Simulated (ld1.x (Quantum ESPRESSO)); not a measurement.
# Reading a pseudo-wave (Fe)

Columns: radius, all-electron u(r) and pseudo u(r) of the 3d shell (level -7.75 eV) of iron in the configuration [Ar] 3d6 4s2 4p0; LDA (PZ), scalar-relativistic, PAW scheme, ld1.x (Quantum ESPRESSO) 7.5.

```
r (bohr)  all-electron  pseudo
   0.205        0.2941  0.0091
   0.410        0.7253  0.0660
   0.615        0.9054  0.1874
   0.820        0.9039  0.3479
   1.025        0.8250  0.4945
   1.230        0.7240  0.5787
   1.435        0.6241  0.5833
   1.640        0.5335  0.5289
   1.845        0.4544  0.4545
   2.050        0.3865  0.3865
   2.255        0.3288  0.3288
   2.460        0.2797  0.2797
   2.665        0.2381  0.2381
   2.870        0.2027  0.2027
   3.075        0.1728  0.1728
   3.280        0.1472  0.1472
   3.485        0.1255  0.1255
   3.690        0.1071  0.1071
   3.895        0.0913  0.0913
   4.100        0.0779  0.0779
   4.305        0.0665  0.0665
   4.510        0.0567  0.0567
   4.715        0.0484  0.0484
   4.920        0.0412  0.0412
   5.125        0.0352  0.0352
   5.330        0.0300  0.0300
```

(1) How many radial nodes do the two functions have?

(2) At about which radius was the pseudo-wave matched?

(3) Is the pseudo-wave norm-conserving?

Results:

(1) The all-electron 3d function has n − l − 1 = 0; the pseudo-wave has 0.

(2) 1.95 bohr, where the columns begin to agree (steps of 0.20 bohr).

(3) No, it belongs to a PAW set: the norm inside the radius is not constrained, and the difference is carried by the augmentation charge.
